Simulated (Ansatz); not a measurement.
A run for Ansatz (a program for electronic structure): R-RI-MP2/def2-TZVPPD on CH9NOSn (a complex), monomers drawn apart or pushed together. Elements past Kr take the def2 small-core potentials; no spin–orbit coupling. Files ending in .json are basis or fitting sets from the Basis Set Exchange. The run froze 12 orbitals, filled d shells among them.

Ansatz 0.2 input:
```yaml
crystal:
  periodic: [false, false, false]
  atoms:
    - {symbol: C, position_ang: [-2.39904962, 0.93890578, 1.31315653]}
    - {symbol: O, position_ang: [-1.37291413, 0.01228571, 1.60067689]}
    - {symbol: Sn, position_ang: [0.54451024, 0.55248075, 1.33345382]}
    - {symbol: H, position_ang: [-3.35934857, 0.45427727, 1.51037498]}
    - {symbol: H, position_ang: [-2.34093563, 1.83846115, 1.93861920]}
    - {symbol: H, position_ang: [-2.39360849, 1.26149960, 0.26456947]}
    - {symbol: H, position_ang: [0.30415776, 2.16826540, 0.74633839]}
    - {symbol: H, position_ang: [1.28824544, -0.35540104, 0.09287355]}
    - {symbol: H, position_ang: [1.38798659, 0.64904107, 2.81542265]}
    - {symbol: N, position_ang: [0.41405679, -4.18828922, 3.07916067]}
    - {symbol: H, position_ang: [0.69348094, -4.41062591, 4.02688815]}
    - {symbol: H, position_ang: [-0.58976709, -4.03288828, 3.05911245]}
    - {symbol: H, position_ang: [0.63638351, -4.97916306, 2.48688960]}
basis:
  gaussian:
    orbitals: def2-TZVPPD.json
    fitting: {mean_field: def2-universal-JKFIT, correlation: def2-TZVPPD-RIFIT.json}
magnetization: {spin_polarized: false}
correlation: {method: mp2, electrons: outside_noble_gas}
scf: {lower_state_search: off}
```

Program output:

```
WARN ansatz: RAYON_NUM_THREADS=1 ignored (pool sized by the plan → 1); use --threads N
Functional definition: HF
these checks for a lower state are left out or cut short: stability, starts, cluster_reference, orbital_swaps, neighbouring_geometries, increment
integrals: 0.42 GiB planned
609 factors; integrals over basis functions are off by at most 1.1e0 eV
mean field: 0.70 GiB planned
mean field evaluation 1: about -10493.7529 eV, gradient 4.8e1 eV
mean field evaluation 2: about -10496.7262 eV, gradient 3.2e1 eV
mean field evaluation 4: about -10498.5419 eV, gradient 1.8e0 eV
mean field evaluation 8: about -10498.5499 eV, gradient 3.6e-4 eV
mean field -10498.54990624 eV, -385.8145928815 hartree, gradient 1.9e-6 eV, S^2 0.000000; 0 other end points of the search recorded, 0 dependent functions left out
12 core orbitals not correlated
827 factors; their error is unknown
reference -10498.54990624 eV, -385.8145928815 hartree; 14, 14 occupied and 297, 297 virtual orbitals, 827 factors
second order -21.14812845 eV of doubles, -0.00000000 eV of singles
Total energy: -10519.69803469 eV, -386.5917722675 hartree
Checks for a lower state left out: stability, starts, cluster_reference, orbital_swaps, neighbouring_geometries, increment
```

The run converged.

Cost: very roughly 5 core-seconds.
